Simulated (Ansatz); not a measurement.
PBE exchange is replaced step by step with exact exchange (0 % is PBE, 25 % PBE0; no dispersion term), basis def2-TZVP, Ansatz. System: the cluster VO2⁺. The state is a singlet with charge 1. Geometry: PBE-D4/def2-TZVP.

Geometry of the singlet:

Cartesian coordinates in Å:
```
V -1.017 -0.257 0.066
O 0.339 0.819 0.051
O 0.677 -0.562 -0.117
```

The structure holds one bond between oxygen atoms, so isomers without such links may lie far lower. At PBE-D4/def2-TZVP, PBE0-D4/def2-TZVP the restricted singlet is unstable: a solution with broken spin symmetry lies lower. At PBE-D4/def2-TZVP an occupied level of the charge 1 singlet lies above an empty one (by up to 0.35 eV), so this SCF solution is probably not the lowest. The restricted singlet is unstable towards broken spin symmetry at other levels; at PBE with 5 % exact exchange/def2-TZVP, PBE with 10 % exact exchange/def2-TZVP, PBE with 15 % exact exchange/def2-TZVP, PBE with 35 % exact exchange/def2-TZVP and others this wasn't settled. The geometry of the singlet was relaxed on an unsound state (an occupied level 0.35 eV above an empty one). At PBE0-D4/def2-TZVP a triplet of charge 1 lies 1.49 eV below the restricted singlet, each at its own geometry. That triplet is doubtful there (⟨S²⟩ 2.38, where a pure state has 2.00). The structure comes from a short search, and lower isomers may exist.

```json
{"exact exchange (%)": "0", "HOMO (eV)": "-10.83", "LUMO (eV)": "-11.19", "gap (eV)": "-0.35"}
{"exact exchange (%)": "5", "HOMO (eV)": "-11.26", "LUMO (eV)": "-10.88", "gap (eV)": "0.38"}
{"exact exchange (%)": "10", "HOMO (eV)": "-11.71", "LUMO (eV)": "-10.58", "gap (eV)": "1.12"}
{"exact exchange (%)": "15", "HOMO (eV)": "-12.16", "LUMO (eV)": "-10.29", "gap (eV)": "1.88"}
{"exact exchange (%)": "25", "HOMO (eV)": "-13.11", "LUMO (eV)": "-9.71", "gap (eV)": "3.40"}
{"exact exchange (%)": "35", "HOMO (eV)": "-14.09", "LUMO (eV)": "-9.16", "gap (eV)": "4.93"}
{"exact exchange (%)": "50", "HOMO (eV)": "-15.59", "LUMO (eV)": "-8.36", "gap (eV)": "7.23"}
```
